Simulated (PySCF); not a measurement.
CdI, SMILES [Cd+][I], charge +1. Geometry: B3LYP-D3(BJ)/def2-TZVP. The multiplicity is an assumed one; other spin states were not compared. The def2 effective core potentials stand for the cores of Cd, I; spin–orbit coupling is left out.

These are B3LYP-D3(BJ)/def2-TZVP in PySCF values and carry that method's errors.

Harmonic wavenumbers (cm⁻¹): 203. Rotational constants (GHz): 1.262 (linear); symmetry number 1.

**Question.** Work out the zero-point energy and the ideal-gas rigid-rotor harmonic-oscillator thermochemistry at 298.15 K and 1 atm.

**Answer.** ZPE = ½ Σ hcν = ½ × 203 cm⁻¹ = 1.22 kJ/mol. H − E(el) = 11.35 kJ/mol. Entropy in J/(mol K): translation 177.06, rotation 79.00, vibration 8.79, total 264.86. G − E(el) = -67.62 kJ/mol. Cp = 36.78 J/(mol K).
